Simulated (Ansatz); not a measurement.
Stepwise reaction of `C[S][Sn][S]C` with hydrogen sulfide, as a gas-phase model of exchange steps in deposition or etching. ΔE in kJ/mol.

Computed with Ansatz on PBE0-D4/def2-TZVP structures; ΔE is electronic, products minus reactants. CCSD(T)/CBS adds triple-zeta CCSD(T) − MP2 to the extrapolated MP2 energy (def2 sets, frozen cores). This one scheme is used for every species. DFT in def2-TZVPP. B3LYP here is the variant with VWN-RPA as its local correlation; programs differ in this. Elements past krypton have def2 core potentials. For Sn outer-core shells are correlated without core-valence functions, which leaves a few kJ/mol of doubt a bond. One conformer a species, not always the lowest.

```json
{"step": "1", "reaction": "`C[S][Sn][S]C` + H₂S → `C[S][Sn][SH]` + CH₃SH", "PBE-D4": "-20.1", "B3LYP-D4": "-20.6", "ωB97M-V": "-24.0", "CCSD(T)/CBS": "-21.4"}
```

Give the row of step 2, `C[S][Sn][SH]` + H₂S → `[SH][Sn][SH]` + CH₃SH. (Best estimate.)

Ansatz gave: 
```tsv
step	reaction	PBE-D4	B3LYP-D4	ωB97M-V	CCSD(T)/CBS
2	`C[S][Sn][SH]` + H₂S → `[SH][Sn][SH]` + CH₃SH	2.0	1.7	-0.8	2.6
```

By hand: ΔE of the 2 steps together at CCSD(T)/CBS.

(-21.4) + (2.6) = -18.8 kJ/mol, or -9.4 kJ/mol a step.

In ΔE each step is higher than the one before. PBE-D4 differs from CCSD(T)/CBS by -0.6 to 1.3 kJ/mol a step. Isolated molecules leave out the surface, adducts and barriers. Largest T1 diagnostic: 0.016.
